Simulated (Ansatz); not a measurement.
`C[O][GeH]` + H–F → `[F][GeH]` + CH₃OH at 298.15 K and 1 bar (ligand exchange at a Ge–O bond).

Isolated molecules relaxed with PBE0-D4/def2-TZVP in Ansatz; ΔE leaves out vibrations. CBS: MP2 limit from def2 TZ/QZ plus the TZ coupled-cluster correction, frozen cores. This one scheme is used for every species. For Ge outer-core shells are correlated without core-valence functions, which leaves a few kJ/mol of doubt a bond. Scalar relativity is left out up to krypton.

```csv
species,CCSD(T)/CBS energy (Eh),H − E (kJ/mol),S (J/(mol·K))
`C[O][GeH]`,-2191.71863,140.9,292.9
H–F,-100.39570,33.5,173.6
`[F][GeH]`,-2176.50038,30.3,252.4
CH₃OH,-115.61712,146.3,238.2
```

H − E and S are ideal-gas, rigid-rotor, harmonic terms from PBE0-D4/def2-TZVP. 1 Eh = 2625.50 kJ/mol, R = 8.31446 J/(mol·K).

By hand: ΔE, ΔH, ΔS and ΔG.

ΔE = (-2176.50038) + (-115.61712) − (-2191.71863) − (-100.39570) = -0.00317 Eh = -8.3 kJ/mol. Δ(H − E) = 30.3 + 146.3 − 140.9 − 33.5 = 2.2, so ΔH = -6.1 kJ/mol. ΔS = 252.4 + 238.2 − 292.9 − 173.6 = 24.1 J/(mol·K). ΔG = -6.1 − 298.15 × (24.1)/1000 = -13.3 kJ/mol.

By hand: the equilibrium constant, and the temperature at which ΔG would vanish if ΔH and ΔS stayed fixed.

log₁₀ K = −ΔG/(RT ln 10) = 2.3. ΔH and −TΔS have one sign here, so there is no such temperature.

TΔS isn't small against ΔH here. A doubt of 5 kJ/mol in ΔE shifts log₁₀ K by 0.9 here. These are equilibria of isolated gas molecules and say nothing of rates. Largest T1 diagnostic: 0.016 (customary marks: 0.02 for closed shells, 0.045 for open ones).
